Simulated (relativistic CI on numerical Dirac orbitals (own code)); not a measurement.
# Slater and spin-orbit integrals, Ca XVII

These numbers are calculated, not measured: Dirac-Coulomb-Breit CI, KLI orbitals optimised for each configuration, model QED (radiative potential, 1s self-energy scaled to tabulated hydrogen-like ionisation energies), unscaled Slater integrals (own radial code, finite nucleus).

Slater integrals F^k, G^k are unscaled and averaged over j, outside the closed core 1s2; ζ comes from projecting the Hamiltonian with its Breit term on Σ l·s of the shell.

- 2s2p: G^1(2s,2p) = 369090, ζ(2p) = 26007 cm⁻¹; <r>(2s) = 0.3225, <r^2>(2s) = 0.1216, <r>(2p) = 0.2777, <r^2>(2p) = 0.09305 (bohr units).
- 2p²: F^2(2p,2p) = 343360, ζ(2p) = 25669 cm⁻¹; <r>(2p) = 0.2786, <r^2>(2p) = 0.0937 (bohr units).
- 2p3s: ζ(2p) = 26906, G^1(2p,3s) = 36458 cm⁻¹; <r>(2p) = 0.275, <r^2>(2p) = 0.09131, <r>(3s) = 0.7504, <r^2>(3s) = 0.6391 (bohr units).

Averages of the first 10 configurations, taken without configuration mixing, which lowers the lowest level and can move excited configurations by several eV; other configurations of the list can lie among them:

```json
{"Configuration": "2s²", "Parity": "even", "States": "1", "Average energy above the lowest level (eV)": "6.1"}
{"Configuration": "2s2p", "Parity": "odd", "States": "12", "Average energy above the lowest level (eV)": "43.0"}
{"Configuration": "2p²", "Parity": "even", "States": "15", "Average energy above the lowest level (eV)": "94.6"}
{"Configuration": "2p3s", "Parity": "odd", "States": "12", "Average energy above the lowest level (eV)": "663.0"}
{"Configuration": "2p3p", "Parity": "even", "States": "36", "Average energy above the lowest level (eV)": "676.3"}
{"Configuration": "2s3s", "Parity": "even", "States": "4", "Average energy above the lowest level (eV)": "621.4"}
{"Configuration": "2s3p", "Parity": "odd", "States": "12", "Average energy above the lowest level (eV)": "635.8"}
{"Configuration": "2s3d", "Parity": "even", "States": "20", "Average energy above the lowest level (eV)": "645.4"}
{"Configuration": "2s4s", "Parity": "even", "States": "4", "Average energy above the lowest level (eV)": "829.6"}
{"Configuration": "2s4p", "Parity": "odd", "States": "12", "Average energy above the lowest level (eV)": "835.4"}
```
